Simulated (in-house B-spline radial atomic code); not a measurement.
A run on an ion of nuclear charge 59 with 59.4 electrons that did not converge. Method: scalar-relativistic (X2C) wB97X, spin-polarised, spherical fractional occupations, Fermi nucleus of rms radius 4.8919 fm; computed with an all-electron radial atomic-structure program (B-spline basis).

Command:
```bash
python run_scf.py task.json out
```
Settings (nuclear radius in fm, mass in u):
```
Z                59
configuration    [Xe] 4f3.4 6s2
hamiltonian      x2c
method           wb97x
spin_polarised   True
nucleus          fermi
rms_radius       4.8919
atomic_mass      140.90766
speed_of_light   137.035999084
```

First and last ten iterations of the last attempt (damped for 15 steps, keeping 80 % of the old Fock matrix, then DIIS):
```
 iter        energy (Eh)    residual
    1       -9226.872443    4.86e-01
    2       -9226.639805    5.33e-01
    3       -9231.815655    3.38e-01
    4       -9234.387202    2.05e-01
    5       -9235.615217    1.25e-01
    6       -9236.179487    7.90e-02
    7       -9236.429791    5.18e-02
    8       -9236.538109    3.22e-02
    9       -9236.585275    2.31e-02
   10       -9233.353465    1.52e-01
  111       -9233.258870    1.55e-01
  112       -9233.252310    1.55e-01
  113       -9233.278617    1.53e-01
  114       -9233.295990    1.52e-01
  115       -9233.759967    1.41e-01
  116       -9234.389951    1.24e-01
  117       -9221.436746    2.24e-01
  118       -9232.162580    1.57e-01
  119       -9233.290637    1.54e-01
  120       -9123.742400    7.31e-01
 not converged after 120 iterations
```

The smallest residual met was 3.3e-03; the threshold is about 6e-07. No energy from this run should be used. Run time, properties included: 43 s on 1 thread of Arm Neoverse N1 (shared host).
